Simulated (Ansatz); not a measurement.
BiH2(NMe2) (C2H8BiN). Charge 0, multiplicity 1. Geometry PBE-D4/def2-SVP.

```xyz
12

Bi   -0.199   -0.962    1.965
H    -0.220    0.786    2.554
H    -2.015   -0.906    1.859
N    -0.015   -0.523   -0.193
C    -0.862    0.541   -0.693
C     1.363   -0.380   -0.625
H    -0.578    1.570   -0.344
H    -1.919    0.370   -0.405
H    -0.817    0.558   -1.809
H     1.992   -1.206   -0.231
H     1.414   -0.439   -1.739
H     1.854    0.590   -0.339
```

In the def2 sets Bi takes a core potential; there is no spin–orbit coupling.

Question: Estimate the orbital energies around the gap (eV) in Ansatz with PBE-D4/def2-SVP, revPBE-D4/def2-TZVP, B97M-V/def2-TZVP, PBE0-D4/def2-TZVP, r2SCAN0-D4/def2-TZVP.

Answer: 
```tsv
orbital	PBE-D4/def2-SVP	revPBE-D4/def2-TZVP	B97M-V/def2-TZVP	PBE0-D4/def2-TZVP	r2SCAN0-D4/def2-TZVP
HOMO−13	-26.61	-26.63	-28.09	-29.20	-29.83
HOMO−12	-21.57	-21.85	-23.46	-24.58	-25.31
HOMO−11	-16.91	-17.13	-18.28	-19.46	-20.03
HOMO−10	-15.48	-15.50	-16.09	-17.46	-17.90
HOMO−9	-13.92	-14.09	-14.74	-16.00	-16.42
HOMO−8	-10.79	-10.82	-11.31	-12.44	-12.71
HOMO−7	-10.60	-10.61	-11.13	-12.29	-12.58
HOMO−6	-10.52	-10.58	-11.11	-12.20	-12.45
HOMO−5	-9.05	-9.11	-9.58	-10.63	-10.86
HOMO−4	-8.59	-8.63	-9.10	-10.09	-10.30
HOMO−3	-7.70	-7.71	-8.11	-9.01	-9.22
HOMO−2	-7.45	-7.46	-7.85	-8.71	-8.90
HOMO−1	-6.42	-6.47	-6.74	-7.56	-7.74
HOMO	-4.60	-4.75	-5.15	-6.04	-6.21
LUMO	-1.47	-1.58	-1.61	-0.92	-0.78
LUMO+1	-0.61	-0.72	-0.77	-0.07	0.07
LUMO+2	-0.19	-0.49	-0.45	0.18	0.45
LUMO+3	1.50	1.06	1.12	1.81	2.27
LUMO+4	2.36	1.67	1.78	2.41	2.97
LUMO+5	2.65	2.09	2.24	2.91	3.38
```
